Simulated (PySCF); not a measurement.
A PySCF script (with the pyscf-properties extension) for the NMR shieldings of `N#C[C@@H](C[SiH3])CN[SiH2]P`, C4H13N2PSi2, on a GFN2-xTB geometry:

```python
import basis_set_exchange as bse
import numpy as np
from pyscf import gto, dft
from pyscf.prop import nmr

atoms = """
N    -0.820622   -1.330760   -1.935590
C    -0.857359   -0.610899   -1.047821
C    -0.910348    0.261178    0.097351
C    -2.184501   -0.022765    0.901947
Si   -3.791969    0.367354   -0.049554
C     0.356783    0.057009    0.960676
N     1.574676    0.455861    0.318869
Si    2.645894   -0.608643   -0.496281
P     4.302647    0.764238   -1.121447
H    -0.922379    1.297491   -0.264345
H    -2.176229   -1.069838    1.211064
H    -2.147438    0.571646    1.817487
H    -3.875913   -0.455700   -1.250958
H    -4.908674    0.097897    0.855147
H    -3.764049    1.789458   -0.402647
H     0.224616    0.630860    1.887412
H     0.445646   -0.998812    1.223185
H     1.591181    1.438539    0.086293
H     3.037267   -1.623695    0.491110
H     2.129084   -1.286413   -1.691110
H     4.905926   -0.174625   -1.931647
H     5.135349    0.470006   -0.060771
"""
names = dict.fromkeys(["N", "C", "Si", "P", "H"], "pcSseg-1")
basis = {el: gto.basis.parse(bse.get_basis(n, elements=[el], fmt="nwchem")) for el, n in names.items()}
mol = gto.M(atom=atoms, basis=basis, charge=0, verbose=0)
mf = dft.RKS(mol, xc="PBE0")
mf.grids.level = 2
mf.grids.alignment = dft.numint.BLKSIZE   # the property module wants whole blocks of grid points
mf.conv_tol = 1e-9
mf.kernel()

calc = nmr.RKS(mf)   # GIAO
C = mf.mo_coeff
Co = C[:, mf.mo_occ > 0]
resp = mf.gen_response(singlet=True, hermi=2)
def vind(x):   # induced exchange potential for any number of trial vectors
    d = np.einsum("pi,xij,qj->xpq", C, 2 * x.reshape(-1, C.shape[1], Co.shape[1]), Co, optimize=True)
    return np.einsum("xpq,pi,qj->xij", resp(d - d.transpose(0, 2, 1)), C, Co, optimize=True).ravel()
mo1, _ = nmr.rhf.solve_mo1(calc, with_cphf=vind)
sigma = calc.kernel(mo1)
for i, s in enumerate(sigma):   # ppm
    w = np.linalg.eigvalsh((s + s.T) / 2)
    print("%2d %-2s iso %8.1f  s11 %8.1f  s22 %8.1f  s33 %8.1f" % (i, mol.atom_pure_symbol(i), w.mean(), *w))
```

Problem. Give the expected output.

Solution. 
```
 0 N  iso    -40.0  s11   -217.5  s22   -188.8  s33    286.3
 1 C  iso     58.0  s11    -60.4  s22    -54.2  s33    288.7
 2 C  iso    150.5  s11    135.1  s22    145.2  s33    171.3
 3 C  iso    173.2  s11    160.7  s22    166.2  s33    192.8
 4 Si iso    421.1  s11    395.7  s22    405.8  s33    462.0
 5 C  iso    128.2  s11     97.3  s22    130.9  s33    156.3
 6 N  iso    227.9  s11    183.3  s22    222.3  s33    277.9
 7 Si iso    384.1  s11    337.7  s22    359.5  s33    455.0
 8 P  iso    625.2  s11    563.1  s22    631.0  s33    681.4
 9 H  iso     29.6  s11     26.0  s22     30.1  s33     32.7
10 H  iso     30.9  s11     26.1  s22     30.4  s33     36.1
11 H  iso     31.0  s11     25.4  s22     30.3  s33     37.2
12 H  iso     27.4  s11     23.6  s22     27.0  s33     31.6
13 H  iso     27.8  s11     24.2  s22     25.3  s33     33.9
14 H  iso     27.9  s11     24.4  s22     26.3  s33     33.1
15 H  iso     28.4  s11     21.7  s22     30.3  s33     33.3
16 H  iso     28.6  s11     24.2  s22     30.1  s33     31.6
17 H  iso     31.5  s11     22.3  s22     32.6  s33     39.7
18 H  iso     26.4  s11     22.8  s22     25.2  s33     31.2
19 H  iso     25.9  s11     20.4  s22     26.9  s33     30.3
20 H  iso     30.8  s11     25.5  s22     27.2  s33     39.9
21 H  iso     30.4  s11     24.9  s22     27.4  s33     39.0
```

These numbers come from an equivalent density-fitted implementation of the same equations, which agrees with the script to about 0.01 ppm for H and up to a few tenths of a ppm for heavy atoms, so last digits may differ.

Problem. Turn these shieldings into chemical shifts. References, each an isolated molecule treated in the same way: 15N (σ = 267.73 ppm) vs NH3; TMS for 13C (σ = 186.93 ppm) and 29Si (σ = 349.16 ppm) and 1H (σ = 31.72 ppm); H3PO4 for 31P (σ = 318.38 ppm).

Solution. Averaging equivalent atoms: N 0: 307.7; N 6: 39.9; C 1: 128.9; C 5: 58.8; C 2: 36.4; C 3: 13.7; Si 7: -34.9; Si 4: -72.0; P 8: -306.8; H 19: 5.82; H 18: 5.33; H 12/13/14: 4.00; H 15: 3.30; H 16: 3.09; H 9: 2.10; H 20/21: 1.08; H 10: 0.86; H 11: 0.74; H 17: 0.21 ppm. Experimental scales use liquid or dissolved standards, which lie at an offset from isolated NH3 (liquid NH3: subtract about 20 ppm) and H3PO4. Unscaled 15N shifts of sp2 nitrogen come out 20 to 40 ppm too high even then.

Size and cost of the density-fitted run: 239 basis functions, 100 s wall time on 1 thread of an Arm Neoverse N1, shared host; peak memory 1 GiB.
